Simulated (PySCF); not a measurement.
**Correlation energy of Kr⁺ (krypton, charge +1)**

[Ar] 3d10 4s2 4p5, 2P determinant. Calculation: PySCF 2.14, in cc-pVDZ-PP with ECP10MDF; scalar relativity through the core potential. Frozen: 3s2 3p6 3d10; 7 electrons correlated.

MP2 pair energies summed by pair of shells (mhartree):

```json
{"pair": "4p-4p", "energy": "-63.62", "share (%)": "68.3"}
{"pair": "4s-4p", "energy": "-24.36", "share (%)": "26.2"}
{"pair": "4s-4s", "energy": "-5.15", "share (%)": "5.5"}
```

Total MP2 correlation energy: -93.13 mhartree.

Same-spin part -23.96 and opposite-spin part -69.17 mhartree; SCS-MP2 scales them by 1/3 and 6/5 to -90.99 mhartree.

```csv
level,correlation energy (mhartree)
CCSD,-106.83
(T),-0.86
CCSD(T),-107.69
```

Diagnostics: T1 = 0.0047, D1 = 0.0158, largest double amplitude 0.049.

Task: Is a single reference adequate?

Result: Yes, within this model without spin-orbit coupling: T1 lies below 0.03 and no double amplitude reaches 0.07.
